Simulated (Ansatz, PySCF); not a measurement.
Molecule: C$_{3}$H$_{4}$B, net charge 0, doublet state. SMILES: C#C[B]C
Coordinates optimised at B3LYP-D3(BJ)/def2-TZVP (Ansatz, an electronic-structure program):
```xyz
8

C      2.0912    -0.0194     0.0635
C      0.8755    -0.1397     0.0598
B     -0.5482    -0.4144     0.0909
C     -1.9101     0.2595    -0.1308
H      3.1510     0.0658     0.0731
H     -2.0844     0.9257     0.7254
H     -1.9070     0.9008    -1.0195
H     -2.7586    -0.4227    -0.1883
```
Charge 0, spin multiplicity 2.

Property: size of the dipole moment, in D. Conventions: open shells spin-unrestricted; 6-311+G** with 5d; six Cartesian d functions in 6-31G* and its kin unless marked 5d; no dispersion term unless named; non-relativistic; no spin-orbit coupling; LANL2DZ all-electron up to Ne. Ab initio and DFT rows: single points at B3LYP-D3(BJ) geometries (Ansatz).

```
level             program  size of the dipole moment (D)
----------------  -------  -----------------------------
PBE/STO-3G         Ansatz                           0.33
PBE/LANL2DZ        Ansatz                           0.98
PBE/6-31G*         Ansatz                           0.77
PBE/6-311+G**      Ansatz                           0.86
B3LYP/3-21G        Ansatz                           0.84
B3LYP/LANL2DZ      Ansatz                           0.92
B3LYP/6-31G*       Ansatz                           0.72
B3LYP/6-311+G**    Ansatz                           0.81
PBE0/6-311+G**     Ansatz                           0.83
M06-2X/6-311+G**    PySCF                           0.78
```

No value to compare with is used here. The 10 habitual levels span 0.33 (PBE/STO-3G) to 0.98 D (PBE/LANL2DZ).

The levels are drawn from those run, B3LYP/6-31G* more often than the rest, none by its result; left out are runs that failed, that the program found above a lower state of the same kind, or whose <S^2> lies over 0.5 above the pure value.
